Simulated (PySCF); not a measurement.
(3R)-1-fluoro-3-methylcyclobutene (C5H7F), SMILES C[C@H]1C=C(F)C1.

Coordinates come from a B3LYP-D3(BJ)/def2-SVP optimisation.

Method: PySCF with TDA-PBE/def2-SVPD.

Vertical excitations. 

| state | energy (eV) | λ (nm) | f | main pairs |
|---|---|---|---|---|
| S1 | 6.11 | 203 | 0.019 | HOMO→LUMO+1 89 % |
| S2 | 6.61 | 188 | 0.016 | HOMO→LUMO+2 92 % |
| S3 | 6.78 | 183 | 0.070 | HOMO→LUMO+3 43 %, HOMO→LUMO 27 %, HOMO→LUMO+4 13 %, HOMO→LUMO+2 8 % |
| S4 | 7.06 | 176 | 0.031 | HOMO→LUMO+4 71 %, HOMO→LUMO+3 28 % |
| S5 | 7.36 | 168 | 0.005 | HOMO−1→LUMO 83 % |
| S6 | 7.55 | 164 | 0.014 | HOMO→LUMO+5 92 % |
| S7 | 7.56 | 164 | 0.063 | HOMO−2→LUMO 26 %, HOMO→LUMO 18 %, HOMO−1→LUMO 15 %, HOMO→LUMO+3 12 % |
| S8 | 7.71 | 161 | 0.068 | HOMO−2→LUMO 64 %, HOMO→LUMO 14 % |
| S9 | 7.92 | 157 | 0.013 | HOMO→LUMO+6 60 %, HOMO−3→LUMO 31 % |
| S10 | 7.96 | 156 | 0.006 | HOMO−3→LUMO 62 %, HOMO→LUMO+6 34 % |
| T1 | 4.45 | 278 | 0 | HOMO→LUMO 97 % |
| T2 | 6.03 | 206 | 0 | HOMO→LUMO+1 98 % |
| T3 | 6.52 | 190 | 0 | HOMO→LUMO+2 99 % |
| T4 | 6.89 | 180 | 0 | HOMO→LUMO+3 98 % |
Triplets are in the Tamm–Dancoff approximation.
